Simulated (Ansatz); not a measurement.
Isolated molecules relaxed with PBE0-D4/def2-TZVP in Ansatz; ΔE leaves out vibrations. CBS: MP2 limit from def2 TZ/QZ plus the TZ coupled-cluster correction, frozen cores. Functionals use def2-TZVPP. B3LYP here is the variant with VWN-RPA as its local correlation; programs differ in this. For Ga outer-core shells are correlated without core-valence functions, which leaves a few kJ/mol of doubt a bond. Scalar relativity is left out up to krypton. Each species was taken in one conformer, which may not be the lowest.

`[NH2][GaH][SiH2][SiH3]` + `[CH3][GaH][CH]=O` → `[NH2][GaH][SiH2]C=O` + `[CH3][GaH][SiH3]`  (redistribution)

```csv
level,ΔE (kJ/mol),difference from CCSD(T)/CBS
B3LYP-D4,-12.6,-3.6
ωB97X-V,-8.6,0.4
ωB97M-V,-12.1,-3.1
B2PLYP,-11.4,-2.4
PBE,-12.1,-3.1
PBE0,-11.3,-2.3
B3LYP,-13.8,-4.8
SCS-MP2/def2-TZVPP,-9.0,0.0
HF/def2-QZVPP,-13.0,-4.0
CCSD/CBS(def2),-9.7,-0.7
CCSD(T)/CBS,-9.0,0
```

Largest T1 diagnostic among the species: 0.016.

In def2-TZVPP, CCSD(T) changes the Hartree–Fock value by +4.6 kJ/mol (the triples alone add +0.7 kJ/mol) and MP2 by +5.0 kJ/mol.
